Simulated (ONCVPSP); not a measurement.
# Cutoff test, gold (Au), ONCV

Au (Z = 79), optimised norm-conserving Vanderbilt (ONCV), made with ONCVPSP 4.0.1 (PBEsol, scalar-relativistic). Core [Kr] 4d10 4f14, reference 5s2 5p6 5d10 6p1. Waves: 5s: rc 0.90 bohr, ncon 4, nbas 8, qcut 7 1/bohr, 1 projector; 5p+6p: rc 1.80 bohr, ncon 3, nbas 7, qcut 6.1 1/bohr, 2 projectors; 5d: rc 2.25 bohr, ncon 3, nbas 7, qcut 7.7 1/bohr, 2 projectors, debl 1.4 Ha. Local part: polynomial inside 0.90 bohr (lpopt 5, dvloc0 0 Ha). Core correction: Teter function fitted to the true core (icmod 2), fcfact 0.45.

Problem. For each optimised wave give the share of its norm inside rc, the residual kinetic energy above qcut (Ha) and the cutoffs (Ha) for errors of 10, 1, 0.1 and 0.01 mHa per electron.

Solution.

```csv
wave,norm inside rc,residual KE,10 mHa,1 mHa,0.1 mHa,0.01 mHa
5s,0.488,3.9e-02,49.2,172.3,210.5,234.2
5p,0.960,2.2e-05,12.0,14.8,17.1,23.4
6p,0.028,1.9e-06,8.0,11.6,14.5,16.8
5d,0.849,1.2e-08,14.4,18.3,21.5,24.2
d projector 2,0.103,1.6e-08,12.9,17.3,21.0,23.9
```

The occupied waves need 172 Ha and 211 Ha for 1 and 0.1 mHa. Note: ghosts flagged at negative energy: s at -220.7 eV; GHOST(+) flagged for d at 129.5 eV, p at 183.7 eV. A true bound ghost makes a file unfit for plane-wave use. 2 of 4 tests not solved or not reliable.
